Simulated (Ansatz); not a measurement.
PBE exchange is replaced step by step with exact exchange (0 % is PBE, 25 % PBE0; no dispersion term), basis def2-TZVP, Ansatz. System: Sn2Te (the lowest singlet isomer of a short search). The state is a singlet with charge 0. Geometry: r2SCAN-D4/def2-SVP, each spin state at its own.

Geometry of the singlet:

Cartesian coordinates in Å:
```
Sn 1.012 -1.182 -0.598
Sn 0.490 1.214 1.032
Te -1.502 -0.032 -0.434
```

In the def2 sets Sn, Te take a core potential; there is no spin–orbit coupling. The structure comes from a short search, and lower isomers may exist.

```csv
exact exchange (%),HOMO (eV),LUMO (eV),gap (eV),triplet − singlet (kJ/mol),quintet − singlet (kJ/mol)
0,-4.49,-3.67,0.82,59.0,266.8
5,-4.65,-3.55,1.10,59.1,263.1
10,-4.80,-3.42,1.38,59.2,259.5
15,-4.96,-3.30,1.67,59.3,256.0
25,-5.29,-3.05,2.24,59.6,249.1
35,-5.61,-2.80,2.81,59.9,242.4
50,-6.11,-2.43,3.68,60.6,232.9
```
